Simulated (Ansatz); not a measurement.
Gas-phase reaction R1 + R2 → P1 + P2, each structure at its B3LYP-D3(BJ)/def2-TZVP stationary point, reached from a drawn start (curvature not checked).
R1, CH3 (SMILES [CH3]) (charge 0, multiplicity 2, Z-matrix in Å and degrees):
```
C
H 1 1.0789
H 1 1.0789 2 120.00
H 1 1.0789 2 120.00 3 -180.00
```
P1, CH4 (SMILES C) (charge 0, multiplicity 1, Z-matrix in Å and degrees):
```
C
H 1 1.0892
H 1 1.0892 2 109.47
H 1 1.0892 2 109.47 3 -120.00
H 1 1.0892 2 109.47 4 -120.00
```
R2, H2 (SMILES [H][H]) (charge 0, multiplicity 1):
```json
[
 {"atom": "H", "x (Å)": "0.0000", "y (Å)": "0.0000", "z (Å)": "0.3720"},
 {"atom": "H", "x (Å)": "0.0000", "y (Å)": "0.0000", "z (Å)": "-0.3720"}
]
```
P2: H atom, charge 0, multiplicity 2.

P less R. No zero-point or thermal terms; singlets are restricted closed shells; open shells are unrestricted.

Frozen-core correlation throughout.

Run with Ansatz (Gaussian basis) for Hartree–Fock, density functionals and correlated methods. All values are computed, each at the level named.

Total energies in hartree:

| structure | PBE/def2-TZVPPD | r2SCAN/def2-TZVPPD | CCSD(T)/aug-cc-pVQZ |
|---|---|---|---|
| R1 | -39.789100 | -39.829070 | -39.773340 |
| P1 | -40.464311 | -40.500906 | -40.451726 |
| R2 | -1.166125 | -1.171304 | -1.173865 |
| P2 | -0.499616 | -0.499927 | -0.499948 |

**Question.** Work out the reaction energy at each level in kcal/mol (1 hartree = 627.50947 kcal/mol), and say how far PBE/def2-TZVPPD lies from CCSD(T)/aug-cc-pVQZ.

**Answer.** 
- PBE/def2-TZVPPD: (-40.464311) + (-0.499616) − (-39.789100) − (-1.166125) = -0.008702 hartree = -5.46 kcal/mol
- r2SCAN/def2-TZVPPD: (-40.500906) + (-0.499927) − (-39.829070) − (-1.171304) = -0.000459 hartree = -0.29 kcal/mol
- CCSD(T)/aug-cc-pVQZ: (-40.451726) + (-0.499948) − (-39.773340) − (-1.173865) = -0.004469 hartree = -2.80 kcal/mol
PBE/def2-TZVPPD less CCSD(T)/aug-cc-pVQZ: -2.66 kcal/mol. CCSD(T)/aug-cc-pVQZ is the level counted from, the highest shown, and no exact or measured value.

Ansatz is a quantum-chemistry and plane-wave program.
